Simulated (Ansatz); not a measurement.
C₃₁H₁₉F₃OSe₄ (relaxed from a model of COc1ccc(-c2ccc(-c3ccc(-c4ccc(-c5ccc(-c6ccc(C(F)=C(F)F)cc6)[se]5)[se]4)[se]3)[se]2)cc1, whose bonding it doesn't keep). Charge 0, multiplicity 1. Geometry PBE-D4/def2-SVP.

Cartesian coordinates in Å:
```
C -4.692 -1.448 12.776
O -3.622 -0.636 12.328
C -3.276 -0.683 11.016
C -2.200 0.147 10.626
C -1.771 0.172 9.303
C -2.390 -0.632 8.307
C -1.922 -0.598 6.926
C -0.730 -0.069 6.430
C -0.539 -0.165 5.034
C -1.567 -0.782 4.313
C -1.653 -1.028 2.908
C -2.696 -1.672 2.213
C -2.506 -1.862 0.842
C -1.310 -1.365 0.261
C -0.949 -1.512 -1.063
C 1.008 0.821 -1.219
C 2.018 1.619 -1.793
C 2.871 1.339 -2.822
C 3.115 1.042 -4.103
C 4.246 0.395 -4.701
C 4.222 0.217 -6.076
C 3.118 0.772 -6.778
C 2.993 0.887 -8.217
C 3.965 0.330 -9.093
C 3.849 0.442 -10.475
C 2.755 1.126 -11.066
C 2.698 1.208 -12.519
F 3.705 0.604 -13.191
C 1.769 1.817 -13.305
F 1.828 1.826 -14.623
F 0.708 2.466 -12.848
C 1.777 1.686 -10.202
C 1.895 1.560 -8.823
Se 1.837 1.449 -5.586
Se 0.367 -0.767 -2.024
Se -0.271 -0.524 1.726
Se -2.955 -1.302 5.506
C -3.463 -1.455 8.718
C -3.910 -1.487 10.045
H -4.796 -1.259 13.860
H -5.649 -1.189 12.270
H -4.485 -2.531 12.616
H -1.722 0.774 11.392
H -0.947 0.845 9.025
H 0.026 0.376 7.092
H 0.364 0.211 4.531
H -3.591 -2.038 2.739
H -3.228 -2.387 0.201
H 0.542 1.142 -0.275
H 2.248 2.542 -1.221
H 5.085 0.078 -4.065
H 5.058 -0.259 -6.608
H 4.831 -0.207 -8.682
H 4.615 -0.001 -11.124
H 0.913 2.221 -10.615
H 1.117 2.002 -8.181
H -3.959 -2.108 7.983
H -4.745 -2.147 10.312
```

Single mean-field runs in def2-SVP are fitted with def2-universal-jkfit. A triplet lies near this restricted singlet, and broken spin symmetry wasn't tried. At PBE0-D4/def2-SVP a triplet of charge 0 lies 0.42 eV below the restricted singlet at the same geometry.

Estimate the orbital energies around the gap (eV) in Ansatz with PBE-D4/def2-SVP, r2SCAN-D4/def2-SVP, PBE0-D4/def2-SVP.


```json
{"orbital": "HOMO−5", "PBE-D4/def2-SVP": "-5.85", "r2SCAN-D4/def2-SVP": "-6.14", "PBE0-D4/def2-SVP": "-6.93"}
{"orbital": "HOMO−4", "PBE-D4/def2-SVP": "-5.75", "r2SCAN-D4/def2-SVP": "-6.04", "PBE0-D4/def2-SVP": "-6.80"}
{"orbital": "HOMO−3", "PBE-D4/def2-SVP": "-5.58", "r2SCAN-D4/def2-SVP": "-5.86", "PBE0-D4/def2-SVP": "-6.68"}
{"orbital": "HOMO−2", "PBE-D4/def2-SVP": "-4.97", "r2SCAN-D4/def2-SVP": "-5.19", "PBE0-D4/def2-SVP": "-5.84"}
{"orbital": "HOMO−1", "PBE-D4/def2-SVP": "-4.35", "r2SCAN-D4/def2-SVP": "-4.58", "PBE0-D4/def2-SVP": "-5.30"}
{"orbital": "HOMO", "PBE-D4/def2-SVP": "-3.99", "r2SCAN-D4/def2-SVP": "-4.16", "PBE0-D4/def2-SVP": "-4.65"}
{"orbital": "LUMO", "PBE-D4/def2-SVP": "-3.79", "r2SCAN-D4/def2-SVP": "-3.89", "PBE0-D4/def2-SVP": "-3.47"}
{"orbital": "LUMO+1", "PBE-D4/def2-SVP": "-3.09", "r2SCAN-D4/def2-SVP": "-3.16", "PBE0-D4/def2-SVP": "-2.64"}
{"orbital": "LUMO+2", "PBE-D4/def2-SVP": "-2.21", "r2SCAN-D4/def2-SVP": "-2.20", "PBE0-D4/def2-SVP": "-1.56"}
{"orbital": "LUMO+3", "PBE-D4/def2-SVP": "-2.00", "r2SCAN-D4/def2-SVP": "-1.97", "PBE0-D4/def2-SVP": "-1.27"}
{"orbital": "LUMO+4", "PBE-D4/def2-SVP": "-1.53", "r2SCAN-D4/def2-SVP": "-1.48", "PBE0-D4/def2-SVP": "-0.77"}
{"orbital": "LUMO+5", "PBE-D4/def2-SVP": "-1.42", "r2SCAN-D4/def2-SVP": "-1.35", "PBE0-D4/def2-SVP": "-0.55"}
```
